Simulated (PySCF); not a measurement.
B(F)(NCO)(OH) (CHBFNO₂), SMILES O=C=NB(O)F.

The structure is a stationary point at B3LYP-D3(BJ)/def2-SVP. One conformer was computed; it need not be the lowest.

The numbers are results of PBE/def2-TZVP run with PySCF, not measurements.

Symmetry labels are those of the subgroup Cs that the program uses (full group Cs).

Computed valence orbital energies around the gap with their symmetry:
```tsv
orbital	symmetry	energy (eV)
HOMO−7	A"	-11.87
HOMO−6	A'	-11.54
HOMO−5	A"	-11.22
HOMO−4	A'	-10.77
HOMO−3	A'	-9.29
HOMO−2	A"	-9.14
HOMO−1	A"	-7.80
HOMO	A'	-7.66
LUMO	A"	-1.36
LUMO+1	A'	-0.45
LUMO+2	A'	-0.15
LUMO+3	A'	0.73
```
